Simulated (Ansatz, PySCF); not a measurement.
Spin states of CoHO (SMILES [OH][Co]), each relaxed with B3LYP-D3(BJ)/def2-TZVP.
State 1 (charge 0, multiplicity 3):
| atom | x (Å) | y (Å) | z (Å) |
|---|---|---|---|
| Co | -0.8925 | -0.6502 | -0.7827 |
| O | 0.4251 | -0.1293 | 0.2874 |
| H | 0.4342 | 0.8269 | 0.4250 |
State 2 (charge 0, multiplicity 1):
```tsv
atom	x (Å)	y (Å)	z (Å)
Co	-0.8685	-0.6278	-0.7614
O	0.4167	-0.1425	0.2792
H	0.4186	0.8177	0.4119
```

Singlets are restricted, other states unrestricted; no spin–orbit coupling, no relativity up to Kr; see below for the cores. The largest T1 diagnostic is 0.082.

Codes used: Ansatz (a program for electronic structure) with Gaussian orbitals; PySCF for the dispersion terms. Each number belongs to the level named beside it.

PBE/def2-TZVPP gives 39.39 kcal/mol for the energy of the multiplicity-1 state less that of the multiplicity-3 state.

**Question.** How do the other levels lie against it? Give each less PBE: PBE-D3(BJ)/def2-TZVPP, r2SCAN/def2-TZVPP, B3LYP/def2-TZVPP, wB97M-V/def2-TZVPP.

**Answer.** PBE-D3(BJ)/def2-TZVPP 0.01; r2SCAN/def2-TZVPP 13.90; B3LYP/def2-TZVPP 8.71; wB97M-V/def2-TZVPP 8.58 kcal/mol. 4 of 4 lie above PBE; the widest gap is to r2SCAN/def2-TZVPP.

Doubts at one or more of the structures used: a spin-contaminated determinant (r2SCAN/def2-TZVPP, B3LYP/def2-TZVPP, wB97M-V/def2-TZVPP).
